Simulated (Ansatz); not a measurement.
Mulliken charges of `OB(O)BS` from ωB97M-V/def2-TZVPP in Ansatz (PBE0-D4/def2-TZVP geometry).

```
atom   x (Å)   y (Å)   z (Å)  charge (e)
  O1   0.840   1.466   0.876      -0.278
  B2   0.348   0.275   0.414       0.306
  O3   0.701  -0.849   1.099      -0.312
  B4  -0.668   0.123  -0.953      -0.191
  S5  -1.254  -1.451  -1.484      -0.115
  H6   0.555   2.216   0.350       0.194
  H7   1.273  -0.659   1.849       0.180
  H8  -1.047   1.036  -1.630       0.084
  H9  -0.660  -2.204  -0.538       0.134
```

**Question.** By hand: the dipole of these point charges (1 e Å = 4.8032 D).

**Answer.** Σ q r = (0.086, 0.188, 0.085) e Å, of length 0.224 e Å = 1.08 D.

**Question.** How does the dipole of the full density compare? (An estimate is asked.)

**Answer.** Ansatz gave: (0.122, 0.181, 0.135) e Å, 1.23 D; the point charges give 0.88 times that, at 13° from its direction.

Point charges leave out the atoms' own dipoles, such as those of lone pairs, and Mulliken's split depends on the basis, so the close match here is no proof of good charges.
